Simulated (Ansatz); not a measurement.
Question: Name a neutral molecule of C, Te and H with size of the dipole moment (PBE/def2-TZVPP) between 1.25 and 1.55 D and LUMO energy (PBE/def2-TZVPP) between -1.55 and -1.25 eV (Ansatz, PBE0-D4/def2-TZVP geometry).

Answer: `CC[TeH]` (1.43 D, -1.41 eV); `CC(C)[TeH]` (1.53 D, -1.41 eV). Other molecules can fit too; these were computed, each in one conformer that needn't be the lowest.
